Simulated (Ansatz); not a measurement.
Geometry optimisation, RKS B3LYP-D4/def2-SVP in Ansatz 0.2.0.

Input:

```yaml
crystal:
  periodic: [false, false, false]
  atoms:
    - { symbol: Al, position_ang: [-0.09472, -0.63041, -0.404405] }
    - { symbol: H, position_ang: [-0.072984, 0.155701, 2.238945] }
    - { symbol: H, position_ang: [1.288304, 0.051887, -0.635333] }
    - { symbol: Cl, position_ang: [-1.893486, 0.279534, -0.978983] }
    - { symbol: Br, position_ang: [-0.212538, -2.80466, 0.531156] }
    - { symbol: H, position_ang: [-0.071875, -0.554751, 2.11832] }
basis:
  gaussian: { orbitals: def2-SVP }
hamiltonian:
  xc: b3lyp
  dispersion: d4
relax:
  f_tol: 0.03
  max_steps: 50
```

Launched with:

```bash
$ ansatz run input.yaml --threads 2 --pin off --max-ram 3072MiB --backend cpu --events-out ev --progress --plain --runs-dir out
```

Where does it end, and by what steps?

The forces met the threshold. The force dipped under the threshold on the way, but the program's further checks kept it going. After 13 steps the energy has fallen by 0.168 eV; H2 moved furthest, 0.45 Å.

```json
{"step": "0", "energy less start (eV)": "0.0000", "largest force component (eV/Å)": "1.760", "accepted": "yes"}
{"step": "1", "energy less start (eV)": "-0.1383", "largest force component (eV/Å)": "0.395", "accepted": "yes"}
{"step": "2", "energy less start (eV)": "-0.1471", "largest force component (eV/Å)": "0.331", "accepted": "yes"}
{"step": "3", "energy less start (eV)": "-0.1569", "largest force component (eV/Å)": "0.099", "accepted": "yes"}
{"step": "4", "energy less start (eV)": "-0.1613", "largest force component (eV/Å)": "0.146", "accepted": "yes"}
{"step": "5", "energy less start (eV)": "-0.1624", "largest force component (eV/Å)": "0.052", "accepted": "yes"}
{"step": "6", "energy less start (eV)": "-0.1629", "largest force component (eV/Å)": "0.015", "accepted": "yes"}
{"step": "7", "energy less start (eV)": "-0.1638", "largest force component (eV/Å)": "0.071", "accepted": "yes"}
{"step": "8", "energy less start (eV)": "-0.1657", "largest force component (eV/Å)": "0.012", "accepted": "yes"}
{"step": "9", "energy less start (eV)": "-0.1661", "largest force component (eV/Å)": "0.102", "accepted": "yes"}
{"step": "10", "energy less start (eV)": "-0.1664", "largest force component (eV/Å)": "0.107", "accepted": "yes"}
{"step": "11", "energy less start (eV)": "-0.1668", "largest force component (eV/Å)": "0.107", "accepted": "yes"}
{"step": "12", "energy less start (eV)": "-0.1673", "largest force component (eV/Å)": "0.064", "accepted": "yes"}
{"step": "13", "energy less start (eV)": "-0.1676", "largest force component (eV/Å)": "0.007", "accepted": "yes"}
```

```xyz
6
Properties=species:S:1:pos:R:3
Al -0.062 -0.741 -0.251
H -0.374 0.247 1.916
H 1.328 -0.062 -0.476
Cl -1.838 0.315 -0.671
Br -0.208 -2.944 0.231
H 0.096 -0.319 2.120
```

Whether the end is a true minimum wasn't checked by a vibrational analysis.

The run took 46 s on 2 threads of Arm Neoverse N1, on a shared host, peak memory 0.17 GiB.
